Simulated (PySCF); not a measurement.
**Low-lying terms of Cl⁵⁺ (chlorine, charge +5)**

Ground state [Ne] 3s2, ¹S. All numbers are calculated (PySCF 2.14, the spin-free X2C one-electron Hamiltonian (Gaussian nucleus), in aug-cc-pVTZ-DK with one added diffuse shell each of s, p, d, f type (7s6p4d3f, 66 functions)). Vertical excitation energies in eV without spin-orbit coupling; excited terms of each kind are numbered among those the solver found. Frozen: [He] 2s2.

| term | leading excitation | EOM-EE-CCSD |
| --- | --- | --- |
| 1 3P° | 3s → p | 12.324 |
| 1 1P° | 3s → p | 18.819 |
| 1 3D | 3s → d | 37.803 |
| 1 1D | 3s → d | 42.676 |
| 1 3S | 3s → s | 50.416 |
| 1 1S | 3s → s | 51.663 |
| 2 3P° | 3s → p | 56.276 |
| 2 1P° | 3s → p | 56.284 |
| 2 3D | 3s → d | 64.640 |
| 2 1D | 3s → d | 64.905 |
| 1 3F° | 3s → f | 65.780 |
| 1 1F° | 3s → f | 66.993 |

Doubly excited terms such as np² are absent. The solver can miss terms.
